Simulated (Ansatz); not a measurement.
Several settings on one geometry of the cluster SnO₃H₂ (the lowest singlet isomer of a short search) (that of the charge 0 singlet, PBE-D4/def2-SVP). Ansatz on 4 threads of Arm Neoverse V1 on a shared host; times are rough.

```xyz
6

Sn   -0.0754    1.2917    0.4903
O     0.4908   -0.2923   -1.2885
O     1.1503   -0.3971    0.0453
O    -1.5425    0.1779    1.3245
H    -1.2709   -0.7632    1.2798
H     1.2477   -0.0170   -1.8513
```

Totals from different functionals, basis sets or treatments of relativity can't be compared as stabilities.

In the def2 sets Sn takes a core potential; there is no spin–orbit coupling. Correlated methods freeze 12 core orbitals.

(1) Give the basis size and estimate the energy, ⟨S²⟩, dipole and time of these runs.

```json
{"run": "1", "method": "RKS r2SCAN-rVV10/def2-TZVP", "charge": "0", "state": "singlet", "further keys": "fitting: {mean_field: def2-universal-jkfit}; pseudopotentials: {relativity: none}; scf: {omitted_lower_state_checks: [starts]}; forces asked"}
{"run": "2", "method": "RKS BLYP/def2-SVP", "charge": "0", "state": "singlet", "further keys": "forces asked"}
{"run": "3", "method": "RKS PBE0-D3(BJ)-ATM/def2-TZVPP", "charge": "0", "state": "singlet", "further keys": "forces asked"}
{"run": "4", "method": "RKS PBE, rpa/def2-SVPD", "charge": "0", "state": "singlet", "further keys": "electrons: outside_noble_gas; scf: {lower_state_search: light}"}
```

Answers

(1) 
| run | functions | energy (Eh) | ⟨S²⟩ | dipole (D) | wall time |
| --- | --- | --- | --- | --- | --- |
| 1 | 155 | -441.1354 | – | 2.89 | 3 s |
| 2 | 78 | -440.8690 | – | 2.55 | 0.65 s |
| 3 | 171 | -441.0023 | – | 3.02 | 1.8 s |
| 4 | 117 | -439.8362 | – | – | 2.1 s |
